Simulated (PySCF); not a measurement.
[Lu(SH)2]+ at several levels of theory

Computed with PySCF 2.14.0 (density fitting, no spin-orbit coupling) at the geometry relaxed with PBE0:

```xyz
5
[Lu(SH)2]+ (singlet in the valence; each metal's 4f electrons, 14 of them, lie in its core potential, out of spins and levels)
Lu    0.0000    0.0000   -0.6941
S     1.8645   -0.0692    0.8583
H     2.8327   -0.2434   -0.0798
S    -1.8645    0.0692    0.8583
H    -2.8327    0.2434   -0.0798
```

| level | basis | state | HOMO (eV) | gap (eV) | charge on Lu1 (e) | population of f-type functions on Lu1 (polarisation alone where 4f lies in the core) | dipole about the centre of mass (D) | largest force component (eV/Å) |
| --- | --- | --- | --- | --- | --- | --- | --- | --- |
| PBE0 | Lu lcecp-1-SVP with ECP60, S def2-SVP, H def2-SVP | singlet | -12.26 | 4.43 | 1.04 | 0.03 | 7.04 | 0.01 |
| B3LYP | the same | singlet | -12.00 | 3.85 | 0.98 | 0.03 | 6.67 | 0.34 |
| PBE0 | Lu lcecp-1-TZVP with ECP60, S def2-TZVP, H def2-TZVP | singlet | -12.19 | 4.45 | 1.36 | 0.03 | 6.68 | 0.19 |

In the lcecp rows the 4f levels are missing from HOMO and gap, and the state counts the valence alone.

Charges are Mulliken's, which hang on the basis. The relaxation used the grid (50, 194), these runs (75, 302) or, all-electron (x2c bases, spin-free X2C Hamiltonian), (99, 590).

**Question.** What does BLYP with Lu lcecp-1-SVP with ECP60, S def2-SVP, H def2-SVP give here?

**Answer.** state singlet, HOMO (eV) -10.97, gap (eV) 2.45, charge on Lu1 (e) 0.88, population of f-type functions on Lu1 (polarisation alone where 4f lies in the core) 0.02, dipole about the centre of mass (D) 6.03, largest force component (eV/Å) 0.67. Time: 3.2 s on 2 threads of Arm Neoverse V2, on a shared host, from an already converged density.

In the first row's basis the gap widens with exact exchange: 2.5 eV for BLYP (none); 3.8 to 4.4 eV for B3LYP, PBE0 (a fixed share).

An lcecp potential fixes the number of 4f electrons, so in runs with it no electron can move into or out of that shell.
